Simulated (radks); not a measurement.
The numbers below are computed, except where a source is named.
Ca2+, configuration [Ar] (the NIST ground configuration).

Level of theory: scalar-relativistic Kohn-Sham, PBE, spin-polarised, spherical densities, point nucleus (a radial shooting solver on a logarithmic mesh with Libxc functionals).

Energy parts (eV):
part                      energy
total                 -18494.461
kinetic                18620.878
electron-nucleus      -43651.168
Hartree                 7506.297
exchange-correlation    -970.468

Orbitals (lengths in bohr, moments of r in powers of bohr):
orbital  occ.  eigenvalue (eV)      <r^4>      <r>  <1/r>
1s          2        -3964.966  0.0001626  0.07685  19.74
2s          2        -429.8280    0.04384   0.3643  4.047
2p          6        -350.2035    0.03683   0.3277  3.950
3s          2         -62.2360      3.779    1.152  1.213
3p          6         -43.0597      6.008    1.258  1.085

The highest occupied level is 3p at -43.060 eV. For comparison, the ionisation energy in NIST's Atomic Spectra Database is 50.913 eV (measured). In exact Kohn-Sham theory the highest level is minus the ionisation energy, but local and semilocal functionals leave it too shallow, through self-interaction and a potential that decays too fast; potentials with the right tail come closer. The density falls to 0.001 e/bohr^3 at r = 2.99 bohr. Summed over all electrons, <r^2> = 15.34 bohr^2, which gives a Langevin (diamagnetic) susceptibility term of -12.2 x 10^-6 cm^3/mol.
